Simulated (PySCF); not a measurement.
BH2, SMILES [BH2], multiplicity 2.

The structure is a stationary point at PBE0-D3(BJ)/def2-TZVPD. The isomer is the one that the SMILES or the coordinates give; other isomers of the formula were not compared.

All values below come from PySCF 2.14.0 with TDA-PBE0/def2-TZVPD.

Vertical excitations. The molecule is in vacuum.

**Question.** Give excitation energies, oscillator strengths and character. (The exact figures need the calculation; the answer reports its results.)

**Answer.** 
```
state    energy (eV)  λ (nm)      f                            main pairs
-------  -----------  ------  -----  ------------------------------------
root 1          1.31     950  0.003                      α HOMO→LUMO 99 %
root 2          5.31     233  0.060                    α HOMO→LUMO+1 99 %
root 3          5.41     229  0.000  α HOMO−1→LUMO 66 %, β HOMO→LUMO 32 %
root 4          6.39     194  0.000  α HOMO−1→LUMO 33 %, β HOMO→LUMO 66 %
root 5          6.52     190  0.002                    β HOMO→LUMO+1 95 %
root 6          7.00     177  0.017                    α HOMO→LUMO+3 97 %
root 7          7.08     175  0.000                    α HOMO→LUMO+2 95 %
root 8          7.48     166  0.138                    α HOMO→LUMO+4 97 %
root 9          7.78     159  0.000                    α HOMO→LUMO+5 96 %
root 10         7.98     155  0.000                   α HOMO→LUMO+6 100 %
```
Unrestricted roots are not spin-pure.
